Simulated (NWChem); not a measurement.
CH₄BFOS; SMILES CSB(O)F

```xyz
9

B     -0.0463     0.8159     0.0000
F      0.6914     1.9296     0.0000
O     -1.3952     0.8918     0.0000
H     -1.7108     1.8028     0.0000
S      0.8128    -0.7699     0.0000
C     -0.5896    -1.9245     0.0000
H     -1.2095    -1.7900     0.8958
H     -0.1670    -2.9375     0.0000
H     -1.2095    -1.7900    -0.8958
```
Atoms are numbered in this order, from 1.

Results from NWChem. Pople sets run with spherical d functions. All runs use the structure optimised with PBE0/def2-SVP. B3LYP is NWChem's, with the RPA form of VWN correlation. Ions are spin-unrestricted doublets at the neutral geometry; other ion states weren't tried.

```json
[
 {"level": "B3LYP/6-31+G*", "vertical ionisation energy, ΔSCF (eV)": "___", "−ε(HOMO) (eV)": "___", "ΔSCF minus −ε(HOMO) (eV)": "___"},
 {"level": "BHandHLYP/6-31+G*", "vertical ionisation energy, ΔSCF (eV)": "9.54", "−ε(HOMO) (eV)": "8.35", "ΔSCF minus −ε(HOMO) (eV)": "1.19"},
 {"level": "M06-2X/6-31+G*", "vertical ionisation energy, ΔSCF (eV)": "9.71", "−ε(HOMO) (eV)": "8.41", "ΔSCF minus −ε(HOMO) (eV)": "1.30"}
]
```

Some entries are withheld; supply them.


- B3LYP/6-31+G*, vertical ionisation energy, ΔSCF (eV): 9.58
- B3LYP/6-31+G*, −ε(HOMO) (eV): 7.02
- B3LYP/6-31+G*, ΔSCF minus −ε(HOMO) (eV): 2.56
